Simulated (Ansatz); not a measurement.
Input file for Ansatz (a program for electronic structure): R-PBE/def2-TZVPPD on C2H5Cl (a complex). Files ending in .json are basis or fitting sets from the Basis Set Exchange.

Ansatz 0.2 input:
```yaml
crystal:
  periodic: [false, false, false]
  atoms:
    - {symbol: Cl, position_ang: [-0.44736345, 0.01661880, 0.25716943]}
    - {symbol: H, position_ang: [-0.30982662, 0.03203966, 1.54328828]}
    - {symbol: C, position_ang: [0.37280676, 0.56377999, 3.79069813]}
    - {symbol: C, position_ang: [-0.48590946, -0.44246008, 3.90082147]}
    - {symbol: H, position_ang: [1.43656042, 0.39414825, 3.67608516]}
    - {symbol: H, position_ang: [0.04587477, 1.59626642, 3.81485402]}
    - {symbol: H, position_ang: [-1.54919755, -0.27268857, 4.01945853]}
    - {symbol: H, position_ang: [-0.15854315, -1.47487156, 3.88064656]}
basis:
  gaussian:
    orbitals: def2-TZVPPD.json
hamiltonian:
  xc: {name: PBE}
scf: {lower_state_search: off}
```

Output:

```
WARN ansatz: RAYON_NUM_THREADS=1 ignored (pool sized by the plan → 1); use --threads N
Functional definition: PBE
these checks for a lower state are left out or cut short: stability, starts, cluster_reference, orbital_swaps, neighbouring_geometries, increment
integrals: 0.10 GiB planned
967 factors; their error is unknown
mean field: 0.82 GiB planned
mean field evaluation 1: about -14662.6281 eV, gradient 5.7e1 eV
mean field evaluation 2: about -14650.6568 eV, gradient 8.5e1 eV
mean field evaluation 4: about -14670.6076 eV, gradient 5.5e0 eV
mean field evaluation 8: about -14670.6381 eV, gradient 5.5e-1 eV
mean field evaluation 16: about -14670.6385 eV, gradient 9.3e-6 eV
mean field -14670.63849046 eV, -539.1360204083 hartree, gradient 1.9e-6 eV, S^2 0.000000; 0 other end points of the search recorded, 0 dependent functions left out
reference -14670.63854763 eV, -539.1360225095 hartree; 17, 17 occupied and 193, 193 virtual orbitals, 967 factors
Total energy: -14670.63854763 eV, -539.1360225095 hartree
Checks for a lower state left out: stability, starts, cluster_reference, orbital_swaps, neighbouring_geometries, increment
```

The calculation finished and met its thresholds.

Cost: very roughly 1.6 core-seconds.
